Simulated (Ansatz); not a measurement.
```yaml
crystal:
  periodic: [false, false, false]
  atoms:
    - {symbol: N, position_ang: [-0.333367, 1.123465, -1.020110]}
    - {symbol: Al, position_ang: [-0.067311, -0.155269, 0.167345]}
    - {symbol: N, position_ang: [1.403688, -1.127799, 0.168833]}
    - {symbol: S, position_ang: [-1.572721, -0.590682, 1.698035]}
    - {symbol: H, position_ang: [-1.199348, 1.619232, -1.146758]}
    - {symbol: H, position_ang: [0.351506, 1.445464, -1.683627]}
    - {symbol: H, position_ang: [1.646776, -1.784232, 0.891663]}
    - {symbol: H, position_ang: [2.111334, -1.118836, -0.546267]}
    - {symbol: H, position_ang: [-2.251959, 0.542458, 1.453686]}
basis:
  gaussian: {orbitals: def2-mTZVPP, fitting: {mean_field: cc-pVTZ-jkfit}, point_charges: [{charge: 1.00, position_ang: [4.755, -0.743, -0.479]}]}
hamiltonian: {xc: {name: M06-2X}, dispersion: d3bjatm}
output: {forces: true}
```

```sh
$ ansatz run in.yaml --threads 4 --pin off --events-out ev --progress --plain --max-ram 10444MiB
```

Shortened log:

```
Error: YAML parse error: error: line 15 column 19: hamiltonian.xc: no functional is named "M06-2X"; the names, which are not case-sensitive, are SVWN5, SPW92, PBE, PBE0, PBEsol, revPBE, revPBE0, RPBE, rPW86-PBE, HSE06, wPBEh, LC-wPBE, HISS, HF, BLYP, B3LYP, B3LYP5, BHLYP, CAM-B3LYP, r2SCAN, r2SCANh, r2SCAN0, r2SCAN50, m-r2SCAN, B97, wB97, wB97X, wB97X-V, B97M-V, wB97M-V, B2PLYP, B2GP-PLYP, PBE0-DH, PBE-QIDH
13 | basis:
14 |   gaussian: {orbitals: def2-mTZVPP, fitting: {mean_field: cc-pVTZ-jkfit}, point_cha…
15 | hamiltonian: {xc: {name: M06-2X}, dispersion: d3bjatm}
16 | output: {forces: true}
```

In this input the method's name isn't one that the program takes here. The program refused the input.
